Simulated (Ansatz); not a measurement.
Input for Ansatz (a program for electronic structure): R-wB97M-V/def2-TZVPP on C2H6BN (SMILES C=CBN), a point of a torsion scan.

Ansatz 0.2 input:
```yaml
crystal:
  periodic: [false, false, false]
  atoms:
    - {symbol: C, position_ang: [1.31068133, 0.50138432, 0.37771078]}
    - {symbol: C, position_ang: [0.77683451, -0.48078023, -0.33948852]}
    - {symbol: B, position_ang: [-0.75822029, -0.74598826, -0.48110636]}
    - {symbol: N, position_ang: [-1.67194079, 0.29083331, -0.35644975]}
    - {symbol: H, position_ang: [0.69977953, 1.22950407, 0.89055257]}
    - {symbol: H, position_ang: [2.37581229, 0.62061720, 0.51207875]}
    - {symbol: H, position_ang: [1.46553568, -1.18142822, -0.80173999]}
    - {symbol: H, position_ang: [-1.16814346, -1.84188520, -0.58684958]}
    - {symbol: H, position_ang: [-2.61207702, 0.17204989, -0.02054438]}
    - {symbol: H, position_ang: [-1.36008608, 1.24369534, -0.24764077]}
basis:
  gaussian:
    orbitals: def2-TZVPP
hamiltonian:
  xc: {name: wB97M-V}
scf: {lower_state_search: off}
```

The head of its log:

```
WARN ansatz: RAYON_NUM_THREADS=1 ignored (pool sized by the plan → 1); use --threads N
Functional definition: wB97M-V
these checks for a lower state are left out or cut short: stability, starts, cluster_reference, orbital_swaps, neighbouring_geometries, increment
integrals: 0.13 GiB planned
1038 factors; their error is unknown
integrals: 0.16 GiB planned
280 factors; integrals over basis functions are off by at most 8.9e-6 eV
mean field: 1.20 GiB planned
mean field evaluation 1: about -4332.0063 eV, gradient 5.5e1 eV
mean field evaluation 2: about -4333.9742 eV, gradient 4.6e1 eV
```

Question: What total energy does the run end on?

Answer: -159.4243 hartree.
